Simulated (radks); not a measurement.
All-electron atom: Cs IV in [Kr] 4d10 5s2 5p3.75 4f0.25 (fractional occupations, a model configuration). Calculated with a radial shooting solver on a logarithmic mesh with Libxc functionals: scalar-relativistic Kohn-Sham, SCAN, spin-unpolarised, spherical densities, finite nucleus; meta-GGA in the generalised Kohn-Sham scheme; Fermi nuclear charge, rms radius 4.8041 fm.

X-ray form factor f0, the Fourier transform of the density (f0(0) = 52):

sin(theta)/lambda (1/angstrom)  f0 (electrons)
0.05                                    51.326
0.1                                     49.464
0.15                                    46.814
0.2                                     43.830
0.25                                    40.862
0.3                                     38.097
0.4                                     33.326
0.5                                     29.369
0.6                                     26.030
0.8                                     21.048
1                                       17.884
1.25                                    15.158
1.5                                     12.815
2                                        8.853
